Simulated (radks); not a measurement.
Problem. All-electron atom: Sn28+ in [Ar] 3d4. Calculated with a radial shooting solver on a logarithmic mesh with Libxc functionals: Dirac Kohn-Sham, LDA (Slater exchange, Perdew-Wang correlation), spin-unpolarised, spherical densities, finite nucleus; open shells fill j = l - 1/2 first; Fermi nuclear charge, rms radius 4.6519 fm. Some entries of the table are withheld. Estimate them.

orbital,occ.,eigenvalue (hartree),<1/r> (bohr^-1)
1s1/2,2,-1109.300,53.03
2s1/2,2,(1),(2)
2p1/2,2,-194.6743,(3)
2p3/2,4,-186.1318,(4)
3s1/2,2,-69.36948,4.681
3p1/2,2,-65.43194,4.613
3p3/2,4,-63.58637,4.403
3d3/2,4,(5),(6)
3d5/2,0,(7),(8)

Solution. 
(1) 2s1/2 eigenvalue (hartree): -204.8763
(2) 2s1/2 <1/r> (bohr^-1): 12.37
(3) 2p1/2 <1/r> (bohr^-1): 12.34
(4) 2p3/2 <1/r> (bohr^-1): 11.50
(5) 3d3/2 eigenvalue (hartree): -57.13856
(6) 3d3/2 <1/r> (bohr^-1): 4.278
(7) 3d5/2 eigenvalue (hartree): -56.72699
(8) 3d5/2 <1/r> (bohr^-1): 4.224
